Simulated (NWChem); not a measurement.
System: CHCl$_{2}$, doublet; SMILES Cl[CH]Cl

Here is an NWChem input.

```
start job
memory heap 200 mb stack 700 mb global 900 mb
geometry units angstroms noautoz
  Cl    -0.173850     0.007799     1.470435
  C      0.680973     0.042420     0.000000
  Cl    -0.173850     0.007799    -1.470435
  H      1.697460    -0.355374     0.000000
end
basis spherical
  * library def2-svp
end
dft
  odft
  mult 2
  xc pw6b95
  iterations 150
  mulliken
end
task dft energy
```

Excerpt of the output:

```
             Northwest Computational Chemistry Package (NWChem) 7.3.0
             --------------------------------------------------------

 CS  symmetry detected

                             Geometry "geometry" -> ""
                             -------------------------

 Output coordinates in angstroms (scale by  1.889725989 to convert to a.u.)

  No.       Tag          Charge          X              Y              Z
 ---- ---------------- ---------- -------------- -------------- --------------
    1 Cl                  17.0000    -0.17077089    -0.00174944    -1.47043500
    2 C                    6.0000     0.68247906     0.06058432     0.00000000
    3 Cl                  17.0000    -0.17077089    -0.00174944     1.47043500
    4 H                    1.0000     1.71133573    -0.30402485     0.00000000

 Effective nuclear repulsion energy (a.u.)     125.8408490412

      Symmetry information
      --------------------

 Group name             Cs
 Group number              2
 Group order               2
 No. of unique centers     3

                                 NWChem DFT Module
                                 -----------------

 Summary of "ao basis" -> "ao basis" (spherical)
 ------------------------------------------------------------------------------
       Tag                 Description            Shells   Functions and Types
 ---------------- ------------------------------  ------  ---------------------
 Cl                         def2-svp                 8       18   4s3p1d
 C                          def2-svp                 6       14   3s2p1d
 H                          def2-svp                 3        5   2s1p

      Symmetry analysis of basis
      --------------------------

        a'         32
        a"         23

            General Information
            -------------------
          SCF calculation type: DFT
          Wavefunction type:  spin polarized.
          No. of atoms     :     4
          No. of electrons :    41
           Alpha electrons :    21
            Beta electrons :    20
          Charge           :     0
          Spin multiplicity:     2
          Use of symmetry is: on ; symmetry adaption is: on
          Maximum number of iterations: 150
          AO basis - number of functions:    55
                     number of shells:    25
          Convergence on energy requested:  1.00D-06
          Convergence on density requested:  1.00D-05
          Convergence on gradient requested:  5.00D-04

              XC Information
              --------------
                       PW6B95 Method XC Functional
                     Hartree-Fock (Exact) Exchange  0.280
                    PW6B95 GGA Exchange Functional  0.720
                      PW6B95 Correlation Potential  1.000

             Grid Information
             ----------------
          Grid used for XC integration:  medium
          Radial quadrature: Mura-Knowles
          Angular quadrature: Lebedev.
          Tag              B.-S. Rad. Rad. Pts. Rad. Cut. Ang. Pts.
          ---              ---------- --------- --------- ---------
          Cl                  1.00       88           8.0       590
          C                   0.70       49           6.0       434
          H                   0.35       45           7.0       434
          Grid pruning is: on
          Number of quadrature shells:   182
          Spatial weights used:  Erf1

      Superposition of Atomic Density Guess
      -------------------------------------

 Sum of atomic energies:        -956.77112793

      Non-variational initial energy
      ------------------------------

 Total energy =    -957.584223
 1-e energy   =   -1571.539654
 2-e energy   =     488.114582
 HOMO         =      -0.087091
 LUMO         =       0.093569

   Symmetry analysis of molecular orbitals - initial alpha
   -------------------------------------------------------

  Numbering of irreducible representations:

     1 a'          2 a"

  Orbital symmetries:

     1 a"          2 a'          3 a'          4 a'          5 a"
     6 a'          7 a"          8 a'          9 a'         10 a"
    11 a"         12 a'         13 a"         14 a'         15 a'
    16 a"         17 a'         18 a"         19 a"         20 a'
    21 a'         22 a'         23 a"         24 a'         25 a'
    26 a"         27 a'         28 a'         29 a"         30 a'
    31 a'

   Symmetry analysis of molecular orbitals - initial beta
   ------------------------------------------------------

  Numbering of irreducible representations:

     1 a'          2 a"

  Orbital symmetries:

     1 a"          2 a'          3 a'          4 a'          5 a"
     6 a'          7 a"          8 a'          9 a'         10 a"
    11 a"         12 a'         13 a"         14 a'         15 a'
    16 a"         17 a'         18 a"         19 a"         20 a'
    21 a'         22 a'         23 a"         24 a'         25 a'
    26 a"         27 a'         28 a'         29 a"         30 a'
    31 a'

     ---------------------------------------------
      Total Density - Mulliken Population Analysis
     ---------------------------------------------

    Atom       Charge   Shell Charges
 -----------   ------   -------------------------------------------------------
    1 Cl  17    17.17   2.00  1.99  1.22  0.71  5.94  2.11  3.16  0.03
    2 C    6     5.77   1.99  0.94  0.29  1.56  0.95  0.04
    3 Cl  17    17.17   2.00  1.99  1.22  0.71  5.94  2.11  3.16  0.03
    4 H    1     0.88   0.67  0.19  0.03

     --------------------------------------------
      Spin Density - Mulliken Population Analysis
     --------------------------------------------

    Atom       Charge   Shell Charges
 -----------   ------   -------------------------------------------------------
    1 Cl  17     0.11   0.00  0.00  0.00 -0.00  0.00  0.04  0.05  0.01
    2 C    6     0.76   0.00  0.02  0.02  0.39  0.33  0.00
    3 Cl  17     0.11   0.00  0.00  0.00 -0.00  0.00  0.04  0.05  0.01
    4 H    1     0.02   0.01  0.00  0.01

   convergence    iter        energy       DeltaE   RMS-Dens  Diis-err
 ---------------- ----- ----------------- --------- --------- ---------
 d= 0,ls=0.0,diis     1   -959.4173574851 -1.09D+03  1.02D-02  1.28D-01
                                                     8.13D-03  1.03D-01
 d= 0,ls=0.0,diis     2   -959.3745350769  4.28D-02  5.54D-03  2.00D-01
                                                     5.68D-03  2.07D-01
 d= 0,ls=0.0,diis     3   -959.4774768069 -1.03D-01  1.19D-03  4.44D-03
                                                     1.07D-03  3.16D-03
 d= 0,ls=0.0,diis     4   -959.4793760733 -1.90D-03  3.45D-04  2.41D-04
                                                     2.85D-04  2.83D-04
 d= 0,ls=0.0,diis     5   -959.4795224145 -1.46D-04  1.08D-04  8.88D-06
                                                     7.34D-05  6.73D-06
  Resetting Diis
 d= 0,ls=0.0,diis     6   -959.4795337965 -1.14D-05  3.78D-05  1.07D-06
                                                     2.73D-05  1.08D-06
 d= 0,ls=0.0,diis     7   -959.4795351445 -1.35D-06  1.04D-05  1.48D-07
                                                     6.94D-06  7.25D-08
 d= 0,ls=0.0,diis     8   -959.4795352474 -1.03D-07  3.84D-06  2.75D-08
                                                     4.43D-06  6.54D-08

         Total DFT energy =     -959.479535247364
      One electron energy =    -1572.608978140745
           Coulomb energy =      550.352770736719
    Exchange-Corr. energy =      -63.064176884545
 Nuclear repulsion energy =      125.840849041208

 Numeric. integr. density =       41.000000970884

                  Occupations of the irreducible representations
                  ----------------------------------------------

                     irrep           alpha         beta
                     --------     --------     --------
                     a'               12.0         11.0
                     a"                9.0          9.0

                    DFT Final Alpha Molecular Orbital Analysis
                    ------------------------------------------

 Vector   19  Occ=1.000000D+00  E=-3.487684D-01  Symmetry=a'
              MO Center= -1.4D-02, -1.4D-02, -2.0D-15, r^2= 3.2D+00
   Bfn.  Coefficient  Atom+Function         Bfn.  Coefficient  Atom+Function
  ----- ------------  ---------------      ----- ------------  ---------------
    11      0.426363  1 Cl px                43      0.426363  3 Cl px
     8      0.324146  1 Cl px                40      0.324146  3 Cl px
    51     -0.203547  4 H  s                  5      0.184802  1 Cl px
    37      0.184802  3 Cl px                22     -0.159544  2 C  px
    52     -0.094759  4 H  s                 13     -0.084484  1 Cl pz

 Vector   20  Occ=1.000000D+00  E=-3.387612D-01  Symmetry=a"
              MO Center= -1.3D-01, -8.8D-06, -9.2D-14, r^2= 3.3D+00
   Bfn.  Coefficient  Atom+Function         Bfn.  Coefficient  Atom+Function
  ----- ------------  ---------------      ----- ------------  ---------------
    13     -0.332287  1 Cl pz                45     -0.332287  3 Cl pz
    11      0.329979  1 Cl px                43     -0.329979  3 Cl px
     8      0.260983  1 Cl px                40     -0.260983  3 Cl px
    10     -0.251868  1 Cl pz                42     -0.251868  3 Cl pz
     5      0.148479  1 Cl px                37     -0.148479  3 Cl px

 Vector   21  Occ=1.000000D+00  E=-2.258096D-01  Symmetry=a'
              MO Center=  3.4D-01,  1.2D-01,  8.6D-15, r^2= 2.4D+00
   Bfn.  Coefficient  Atom+Function         Bfn.  Coefficient  Atom+Function
  ----- ------------  ---------------      ----- ------------  ---------------
    23      0.545437  2 C  py                26      0.420258  2 C  py
    12     -0.380273  1 Cl py                44     -0.380273  3 Cl py
     9     -0.237325  1 Cl py                41     -0.237325  3 Cl py
    21      0.139407  2 C  s                  6     -0.134731  1 Cl py
    38     -0.134731  3 Cl py                20      0.110478  2 C  s

 Vector   22  Occ=0.000000D+00  E= 3.164441D-02  Symmetry=a'
              MO Center=  3.7D-01, -8.2D-02,  1.4D-15, r^2= 3.3D+00
   Bfn.  Coefficient  Atom+Function         Bfn.  Coefficient  Atom+Function
  ----- ------------  ---------------      ----- ------------  ---------------
    21      1.383596  2 C  s                 52     -0.759495  4 H  s
    13     -0.615144  1 Cl pz                45      0.615144  3 Cl pz
    20      0.567387  2 C  s                  4     -0.479169  1 Cl s
    36     -0.479169  3 Cl s                 22     -0.250442  2 C  px
    11     -0.234281  1 Cl px                25     -0.233827  2 C  px

 Vector   23  Occ=0.000000D+00  E= 1.013882D-01  Symmetry=a"
              MO Center=  3.5D-01,  2.9D-02,  7.5D-14, r^2= 2.8D+00
   Bfn.  Coefficient  Atom+Function         Bfn.  Coefficient  Atom+Function
  ----- ------------  ---------------      ----- ------------  ---------------
    27      1.124687  2 C  pz                 4      0.617809  1 Cl s
    36     -0.617809  3 Cl s                 24      0.593534  2 C  pz
    13      0.525676  1 Cl pz                45      0.525676  3 Cl pz
    11      0.501075  1 Cl px                43     -0.501075  3 Cl px
     3      0.187552  1 Cl s                 35     -0.187552  3 Cl s

 Vector   24  Occ=0.000000D+00  E= 1.067875D-01  Symmetry=a'
              MO Center=  1.7D+00, -3.7D-01, -4.8D-14, r^2= 3.0D+00
   Bfn.  Coefficient  Atom+Function         Bfn.  Coefficient  Atom+Function
  ----- ------------  ---------------      ----- ------------  ---------------
    52      2.108403  4 H  s                 25     -1.184179  2 C  px
    21     -0.916597  2 C  s                 22     -0.409476  2 C  px
    13     -0.344639  1 Cl pz                45      0.344639  3 Cl pz
    26      0.289722  2 C  py                 4     -0.242991  1 Cl s
    36     -0.242991  3 Cl s                  3     -0.122467  1 Cl s

                     DFT Final Beta Molecular Orbital Analysis
                     -----------------------------------------

 Vector   18  Occ=1.000000D+00  E=-3.459257D-01  Symmetry=a'
              MO Center=  7.4D-03, -1.5D-02,  9.8D-15, r^2= 3.2D+00
   Bfn.  Coefficient  Atom+Function         Bfn.  Coefficient  Atom+Function
  ----- ------------  ---------------      ----- ------------  ---------------
    11      0.420746  1 Cl px                43      0.420746  3 Cl px
     8      0.320075  1 Cl px                40      0.320075  3 Cl px
    51     -0.218371  4 H  s                  5      0.182434  1 Cl px
    37      0.182434  3 Cl px                22     -0.157695  2 C  px
    52     -0.109261  4 H  s                 12     -0.089024  1 Cl py

 Vector   19  Occ=1.000000D+00  E=-3.420742D-01  Symmetry=a"
              MO Center= -1.5D-01, -9.6D-03, -5.5D-14, r^2= 3.2D+00
   Bfn.  Coefficient  Atom+Function         Bfn.  Coefficient  Atom+Function
  ----- ------------  ---------------      ----- ------------  ---------------
    12      0.444551  1 Cl py                44     -0.444551  3 Cl py
     9      0.335120  1 Cl py                41     -0.335120  3 Cl py
     6      0.192293  1 Cl py                38     -0.192293  3 Cl py
    11     -0.108328  1 Cl px                43      0.108328  3 Cl px
     8     -0.083671  1 Cl px                40      0.083671  3 Cl px

 Vector   20  Occ=1.000000D+00  E=-3.361808D-01  Symmetry=a"
              MO Center= -1.3D-01,  6.2D-03,  4.8D-15, r^2= 3.3D+00
   Bfn.  Coefficient  Atom+Function         Bfn.  Coefficient  Atom+Function
  ----- ------------  ---------------      ----- ------------  ---------------
    13     -0.323921  1 Cl pz                45     -0.323921  3 Cl pz
    11      0.311287  1 Cl px                43     -0.311287  3 Cl px
     8      0.246613  1 Cl px                40     -0.246613  3 Cl px
    10     -0.243999  1 Cl pz                42     -0.243999  3 Cl pz
     5      0.140417  1 Cl px                37     -0.140417  3 Cl px

 Vector   21  Occ=0.000000D+00  E=-7.257029D-02  Symmetry=a'
              MO Center=  4.9D-01,  1.7D-01,  1.3D-14, r^2= 2.1D+00
   Bfn.  Coefficient  Atom+Function         Bfn.  Coefficient  Atom+Function
  ----- ------------  ---------------      ----- ------------  ---------------
    26      0.550013  2 C  py                23      0.518346  2 C  py
    12     -0.340682  1 Cl py                44     -0.340682  3 Cl py
     9     -0.185358  1 Cl py                41     -0.185358  3 Cl py
    21      0.133841  2 C  s                  6     -0.106041  1 Cl py
    25      0.106148  2 C  px                38     -0.106041  3 Cl py

 Vector   22  Occ=0.000000D+00  E= 4.995379D-02  Symmetry=a'
              MO Center=  4.5D-01, -9.5D-02,  5.4D-14, r^2= 3.3D+00
   Bfn.  Coefficient  Atom+Function         Bfn.  Coefficient  Atom+Function
  ----- ------------  ---------------      ----- ------------  ---------------
    21      1.465586  2 C  s                 52     -0.883897  4 H  s
    13     -0.596621  1 Cl pz                45      0.596621  3 Cl pz
    20      0.571004  2 C  s                  4     -0.472754  1 Cl s
    36     -0.472754  3 Cl s                 11     -0.235362  1 Cl px
    43     -0.235362  3 Cl px                22     -0.228431  2 C  px

 Vector   23  Occ=0.000000D+00  E= 1.141740D-01  Symmetry=a'
              MO Center=  1.6D+00, -3.5D-01,  4.8D-14, r^2= 3.2D+00
   Bfn.  Coefficient  Atom+Function         Bfn.  Coefficient  Atom+Function
  ----- ------------  ---------------      ----- ------------  ---------------
    52      2.091149  4 H  s                 25     -1.213146  2 C  px
    21     -0.859682  2 C  s                 22     -0.415792  2 C  px
    13     -0.375441  1 Cl pz                45      0.375441  3 Cl pz
    26      0.288241  2 C  py                 4     -0.268721  1 Cl s
    36     -0.268721  3 Cl s                  3     -0.131344  1 Cl s

[...]
```

Level: PW6B95/def2-SVP, spin-unrestricted. In the optimisation the excess spin sits in a' (Cs, its own frame). All runs use the structure optimised with PBE0/def2-SVP, spin-unrestricted. No stability test was run on the SCF state.
